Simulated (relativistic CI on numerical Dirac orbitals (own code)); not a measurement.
# Crystal-field levels of Gd4+, 4f6

Calculated by Dirac-Coulomb-Breit CI, separate exchange-only KLI orbitals for each configuration, model QED, one configuration in a parametric crystal field, unscaled Slater integrals (own radial code). With so little scaling, terms lie 10 to 35 % too far apart, which can change the order of excited levels.

Field parameters in Wybourne normalisation; cubic f-shell fields have B⁴₄ = √(5/14) B⁴₀ and B⁶₄ = −√(7/2) B⁶₀. The field is a parameter set, without covalency.

S and J are read from ⟨S²⟩ = S(S + 1) and ⟨J²⟩ = J(J + 1) of each level; they are not fictitious spins.

D3h, B20 = -80, B40 = -1220, B60 = -450, B66 = 300 cm⁻¹, the lowest 10 levels:

```
E (cm⁻¹)  Degeneracy     S     J
     0.0           1  2.95  0.05
     441           1  2.96  1.02
     460           2  2.96  1.03
    1173           2  2.97  2.02
    1279           2  2.97  2.02
    1371           1  2.97  2.01
    2255           1  2.98  3.00
    2258           1  2.98  3.02
    2295           1  2.98  3.02
    2322           2  2.98  3.00
```

Oh, B40 = 4160, B60 = 200 cm⁻¹, the lowest 10 levels:

```json
{"E (cm⁻¹)": "0.0", "Degeneracy": "1", "Irrep": "A1", "S": "2.95", "J": "0.51"}
{"E (cm⁻¹)": "422", "Degeneracy": "3", "Irrep": "T1", "S": "2.96", "J": "1.27"}
{"E (cm⁻¹)": "945", "Degeneracy": "2", "Irrep": "E", "S": "2.97", "J": "2.09"}
{"E (cm⁻¹)": "1311", "Degeneracy": "3", "Irrep": "T2", "S": "2.97", "J": "2.33"}
{"E (cm⁻¹)": "2140", "Degeneracy": "1", "Irrep": "A2", "S": "2.98", "J": "3.09"}
{"E (cm⁻¹)": "2423", "Degeneracy": "3", "Irrep": "T2", "S": "2.98", "J": "3.12"}
{"E (cm⁻¹)": "2459", "Degeneracy": "3", "Irrep": "T1", "S": "2.98", "J": "3.17"}
{"E (cm⁻¹)": "3242", "Degeneracy": "3", "Irrep": "T2", "S": "2.98", "J": "3.90"}
{"E (cm⁻¹)": "3670", "Degeneracy": "2", "Irrep": "E", "S": "2.98", "J": "4.13"}
{"E (cm⁻¹)": "3902", "Degeneracy": "3", "Irrep": "T1", "S": "2.98", "J": "4.03"}
```

The next free-ion level lies 456 cm⁻¹ above the lowest; the ground level cannot split, and the field only mixes in higher J.

Levels of this model without a field, named by their leading LS term: 7F_0 0, 7F_1 456, 7F_2 1259, 7F_3 2298, 7F_4 3487, 7F_5 4765, 7F_6 6089, 5D_0 21554 cm⁻¹.
